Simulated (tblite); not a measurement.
Species: C5H9F3OSi.
Numbering: `[OH:1][SiH2:2]/[C:3](=[CH:4]\[CH:5]([F:6])[F:7])[CH2:8][CH2:9][F:10]` (hydrogens: H11 on O1; H12, H13 on Si2; H14 on C4; H15 on C5; H16, H17 on C8; H18, H19 on C9)

Computed geometry: GFN2-xTB, gas phase.

(1) Give the optimised bond lengths and angles.

## Answers

(1) 
```csv
bond,length (bohr),order
O1–Si2,3.070,single
Si2–C3,3.606,single
C3=C4,2.510,double
C4–C5,2.827,single
C5–F6,2.560,single
C5–F7,2.586,single
C3–C8,2.840,single
C8–C9,2.880,single
C9–F10,2.598,single
O1–H11,1.802,single
"Si2–H12, Si2–H13",2.754,single
C4–H14,2.048,single
C5–H15,2.082,single
"C8–H16, C8–H17",2.064,single
"C9–H18, C9–H19",2.069,single
```

Bonds in one row agree within 0.02 bohr and their mean is given. Orders are formal, as drawn. A selection of angles:
```csv
angle,degrees
Si2–O1–H11,121.6
O1–Si2–C3,112.4
O1–Si2–H12,100.9
O1–Si2–H13,110.8
C3–Si2–H12,107.5
H12–Si2–H13,117.1
Si2–C3–C4,125.4
Si2–C3–C8,116.1
C4–C3–C8,118.5
C3–C4–C5,124.9
C3–C4–H14,122.1
C5–C4–H14,113.0
C4–C5–F6,110.7
C4–C5–H15,113.5
F6–C5–F7,105.5
F6–C5–H15,107.5
C3–C8–C9,112.3
C3–C8–H16,109.0
C3–C8–H17,110.8
C9–C8–H16,108.0
H16–C8–H17,108.6
C8–C9–F10,110.8
C8–C9–H18,111.1
F10–C9–H18,106.3
F10–C9–H19,106.8
H18–C9–H19,110.1
```

Dihedral angles: O1–Si2–C3–C4 22° (synperiplanar); Si2–C3–C4–C5 0° (synperiplanar); C3–C4–C5–F6 175° (antiperiplanar); Si2–C3–C8–C9 -60° (synclinal); C3–C8–C9–F10 74° (synclinal); H11–O1–Si2–C3 -80° (synclinal). The mirror-image conformer, all signs reversed, is as good.

O1 (silanol oxygen) is bent (angle 121.6°). H11 on O1 lies 2.36 Å from F7, 6 bonds away (angle at H 114°; Bondi radii sum to 2.67 Å). Of the pairs four or more bonds apart, those above aside, Si2···F10 is among the closest relative to their van der Waals radii: 3.02 Å, 85 % of the sum of Bondi's values. The 4 C–C bonds span 1.328 Å (C3=C4, drawn double) to 1.524 Å (C8–C9, drawn single), a spread of 0.196 Å. Si2 (oxygen-bound silicon) is distorted tetrahedral (angles from 100.9° to 117.1°).

Point group: C1 (no symmetry element, even within 0.4 Å). Its GFN2-xTB frequencies are all real (lowest 27 cm⁻¹). The numbers are those of one conformer (H–O1–Si2–C3 -80°, O1–Si2–C3–C4 22°, C3–C4–C5–F6 175°, Si2–C3–C8–C9 -60°, C3–C8–C9–F10 74°). 3 starts were optimised and ended at 0.00, 0.87 and 2.71 kcal/mol (GFN2-xTB); the lowest of these is shown.
